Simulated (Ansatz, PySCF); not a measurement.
Gas-phase reaction in SMILES: C[Si](C)(C)[SiH](Cl)Cl + 5 [SiH4] (SiH4) → 3 C[SiH3] [methylsilane] + 2 [SiH3]Cl [chlorosilane] + [SiH3][SiH3]
Geometries: B3LYP-D3(BJ)/def2-TZVP minima from Ansatz (a quantum-chemistry and plane-wave program), one conformer each, not searched for the lowest. Frequencies are from Ansatz or PySCF.

Wanted: bond separation energy (enthalpy at 298 K, with B3LYP-D3(BJ) rigid-rotor harmonic-oscillator terms), in kcal/mol. Valence correlation only, unless marked. Spin-orbit coupling is left out. Non-relativistic. CBS marks a two-point X^-3 extrapolation of the correlation energy; Hartree-Fock from the larger set. [CCSD(T)-MP2]/basis is that difference in the basis named.

```csv
level,program,bond separation energy (kcal/mol),minus last row
PBE0/STO-3G,Ansatz,4.4,-0.5
HSE06-D4/def2-TZVPD,Ansatz + dftd4,5.4,0.5
CAM-B3LYP-D3(BJ)/def2-TZVPD,Ansatz + dftd3,5.6,0.7
LC-wPBE-D3(BJ)/def2-TZVPD,Ansatz + dftd3,5.9,1.0
RI-MP2/cc-pV(T+d)Z,Ansatz,6.3,1.4
"RI-MP2/CBS(cc-pV(T+d)Z,cc-pV(Q+d)Z)+[CCSD(T)-MP2]/cc-pV(D+d)Z",Ansatz,5.3,0.4
"RI-MP2/CBS(cc-pV(T+d)Z,cc-pV(Q+d)Z)+[CCSD(T)-MP2]/cc-pV(T+d)Z",Ansatz,4.9,0.0
```
